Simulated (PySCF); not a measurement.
**Stretching NbB**

Set-up: Nb def2-TZVPP with ECP28, B def2-TZVPP; scalar-relativistic core potentials (PySCF 2.14). Energies in eV from Nb (4d4 5s1) + B in their ground configurations at the same level. State: ⁷Σ⁺ (septet), unpaired electrons σ ↑↑, π ↑↑, δ ↑↑.

| R (Å) | BLYP |
| --- | --- |
| 1.807 | -2.084 |
| 1.891 | -2.638 |
| 1.975 | -2.969 |
| 2.038 | -3.104 |
| 2.101 | -3.165 |
| 2.164 | -3.167 |
| 2.248 | -3.102 |
| 2.353 | -2.945 |
| 2.479 | -2.692 |
| 2.647 | -2.312 |

Problem. Put a parabola through the three lowest points of the BLYP curve and estimate Re, k and ωe (reduced mass 9.843 u; 1 eV/Å² = 0.16022 mdyn/Å; ωe = 1302.8·√(k/μ) cm⁻¹).

Solution. Through R = 2.101, 2.164, 2.248 Å the second-order coefficient is 5.48 eV/Å², so Re ≈ 2.135 Å, k ≈ 1.76 mdyn/Å and ωe ≈ 550 cm⁻¹. A polynomial fit of higher order to the unrounded BLYP energies gives Re = 2.135 Å, k = 2.05 mdyn/Å, ωe = 595 cm⁻¹; anharmonicity and rounding make the difference.

The higher-order fit for each curve: BLYP: Re = 2.135 Å, ωe = 595 cm⁻¹, De = 3.17 eV.

The metal atom is held in its measured ground configuration; semilocal functionals can put another filling of s and d lower by some tenths of an eV, and De to that atom would be smaller. Spin–orbit coupling is left out, which matters for elements this heavy, above all for dissociation energies. The state is the lowest single determinant that the PBE0 search found; with open d or f shells the true ground state can be another one.
